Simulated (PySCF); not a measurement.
# Indium: a sound run and one with changed settings

Sound run: In⁺ [Kr] 4d10 5s2, In²⁺ [Kr] 4d10 5s1. Calculation: PySCF 2.14, in cc-pVDZ-PP with ECP28MDF (4s3p2d, 23 functions); a scalar-relativistic core potential. The sound run starts from symmetry-adapted Hartree-Fock orbitals and uses a fine grid where one is needed.

A second run was set up differently.

| species | method | sound run (hartree) | changed run (hartree) | converged |
| --- | --- | --- | --- | --- |
| In⁺ | UHF | -189.01390 | -189.01390 | yes |
| In⁺ | M06-L | -190.04935 | -190.81341 | yes |
| In⁺ | B3LYP | -189.97296 | -190.34100 | yes |
| In²⁺ | UHF | -188.38874 | -188.38874 | yes |
| In²⁺ | M06-L | -189.36357 | -190.03866 | yes |
| In²⁺ | B3LYP | -189.27205 | -189.58631 | yes |

Ionisation energy of In⁺:

| method | sound run (eV) | changed run (eV) |
| --- | --- | --- |
| UHF | 17.011 | 17.011 |
| M06-L | 18.661 | 21.082 |
| B3LYP | 19.073 | 20.536 |

Question: What was changed?
A. minimal basis
B. angular grid far too coarse
C. level shift left on
D. too few SCF iterations

Answer: B. It used 6 angular points. A coarse angular grid integrates products of high-l functions wrongly, so density functionals can shift, and the SCF can exploit the error; Hartree-Fock and MP2 need no grid.
